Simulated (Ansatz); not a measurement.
Consider the hydrogen abstraction from a Te–H bond: `[SiH3][TeH]` + H• → `[SiH3][Te]`• + H₂.

Gas-phase electronic energies from Ansatz, PBE0-D4/def2-TZVP geometries. CBS: MP2 limit from def2 TZ/QZ plus the TZ coupled-cluster correction, frozen cores. This one scheme is used for every species, atoms too. Functionals use def2-TZVPP. Open shells (•) are unrestricted, without spin–orbit coupling. Elements past krypton have def2 core potentials. For Te outer-core shells are correlated without core-valence functions, so the limit isn't a true one: a few kJ/mol of doubt a bond, and 10 to 20 or more in all where bonds break to atoms.

`[SiH3][TeH]`:

Cartesian coordinates in Å:
```
Si 0.402 0.498 -0.111
Te -1.071 -1.427 -0.699
H 1.546 0.068 0.730
H 0.897 1.010 -1.413
H -0.354 1.562 0.595
H -1.419 -1.711 0.898
```

`[SiH3][Te]`•:

```xyz
5

Si   -0.103   -0.173   -0.008
Te    1.323    1.859   -0.090
H     0.672   -1.366    0.416
H    -0.741   -0.445   -1.321
H    -1.151    0.125    1.003
```

H₂:

```xyz
2

H     0.234   -0.171    0.234
H    -0.234    0.171   -0.234
```

```
  level  ΔE (kJ/mol)
PBE0-D4       -138.3
r2SCANh       -151.1
```

(1) What does CCSD(T)/CBS give? (Best estimate.)

Largest T1 diagnostic among the species: 0.011.

## Answers

(1) The calculation gave: -143.6 kJ/mol. The listed levels differ from it by 5.3, -7.5 kJ/mol.

Leaving LDA and LC-ωPBE aside and taking each functional with its dispersion term where it has one, the values, not all of them listed here, spread over 20.9 kJ/mol, from BHLYP-D4 to PBE-D4. LDA lies +12.8 kJ/mol from PBE without D4.
